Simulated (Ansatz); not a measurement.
Compare A (`N[CH](F)[GeH3]`) with its isomer B (`C[NH][GeH2][F]`).

Gas-phase electronic energies from Ansatz, PBE0-D4/def2-TZVP geometries. CBS: MP2 limit from def2 TZ/QZ plus the TZ coupled-cluster correction, frozen cores. Functionals use def2-TZVPP. B3LYP here is the variant with VWN-RPA as its local correlation; programs differ in this. For Ge outer-core shells are correlated without core-valence functions, which leaves a few kJ/mol of doubt a bond. Scalar relativity is left out up to krypton. One conformer a species, not always the lowest.

Question: Which is lower in electronic energy at CCSD(T)/CBS, and by how much? (Estimate.)

Answer: Ansatz gave: B, by 36.9 kcal/mol.

Question: Give E(B) − E(A) in kcal/mol with B3LYP, PBE-D4, r2SCAN-D4, CCSD/def2-TZVPP, B2PLYP, MP2/def2-TZVPP, PBE0-D4. (Estimate.)

Answer: Computed: B3LYP -35.1, PBE-D4 -31.9, r2SCAN-D4 -34.4, CCSD/def2-TZVPP -37.2, B2PLYP -37.0, MP2/def2-TZVPP -39.2, PBE0-D4 -33.6. None reverses the order clearly.

Largest T1 diagnostic: 0.012.

From PBE to PBE0 (25 % exact exchange), in def2-TZVPP and without D4, E(B) − E(A) moves by −1.7 kcal/mol. In def2-TZVPP, CCSD(T) changes the Hartree–Fock value by +3.5 kcal/mol (the triples alone add +0.5 kcal/mol) and MP2 by +1.0 kcal/mol.
